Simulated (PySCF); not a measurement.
CH7ClGeSi, SMILES [GeH3][CH2][SiH2]Cl. Geometry optimised at PBE-D3(BJ)/def2-SVP. The structure was generated by enumeration, and PubChem lists no compound with its InChIKey, so it may never have been made. Other conformers were not sampled.

Give the equilibrium geometry at PBE-D3(BJ)/def2-SVP (PySCF confirms it by a frequency run) as bond lengths and angles. (The exact figures need the calculation; the answer reports its results.)

One answer among several that fit: 
Atoms: Si1 Cl2 C3 Ge4 H5 H6 H7 H8 H9 H10 H11. Bonds (Å): Si1–Cl2 2.092, Si1–C3 1.875, Si1–H5 1.502, Si1–H6 1.503, C3–Ge4 1.982, C3–H7 1.111, C3–H8 1.110, Ge4–H9 1.547, Ge4–H10 1.551, Ge4–H11 1.552. Angles (°): Cl2–Si1–C3 109.3, Cl2–Si1–H5 107.7, Cl2–Si1–H6 107.4, C3–Si1–H5 110.6, C3–Si1–H6 112.2, H5–Si1–H6 109.6, Si1–C3–Ge4 114.3, Si1–C3–H7 108.2, Si1–C3–H8 110.1, Ge4–C3–H7 108.4, Ge4–C3–H8 108.3, H7–C3–H8 107.4, C3–Ge4–H9 110.1, C3–Ge4–H10 109.6, C3–Ge4–H11 109.1, H9–Ge4–H10 109.6, H9–Ge4–H11 109.4, H10–Ge4–H11 109.0.
Charge 0, spin multiplicity 1.
